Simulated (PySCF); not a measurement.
Sb(2+): excitation energy

Sb(2+) [Kr] 4d10 5s2 5p1 (2P) → Sb(2+) [Kr] 4d10 5s1 5p1 6s1 (4P), as a difference of total energies. Calculation: PySCF 2.14, in aug-cc-pVDZ-PP with ECP28MDF (5s4p3d, 32 functions); a scalar-relativistic core potential. Correlated levels: valence: 4s2 4p6 4d10 frozen. The calculations carry no spin-orbit coupling.

```json
{"method": "UHF", "excitation energy (eV)": "17.841"}
{"method": "MP2 (valence)", "excitation energy (eV)": "18.416"}
{"method": "SCS-MP2 (valence)", "excitation energy (eV)": "18.650"}
{"method": "CCSD (valence)", "excitation energy (eV)": "18.575"}
{"method": "CCSD(T) (valence)", "excitation energy (eV)": "18.577"}
{"method": "CCSDT (valence)", "excitation energy (eV)": "18.575"}
```

Task: How much does correlation contribute at CCSD(T) (valence)?

Result: 18.577 − (17.841) = 0.736 eV, measured against UHF.

The promoted electron is Rydberg-like, and one or two diffuse shells describe it only roughly, which tends to raise the upper state.

The coupled-cluster amplitudes are large for the upper state (T1 above 0.03 or a double amplitude above 0.15), so a single reference is strained.
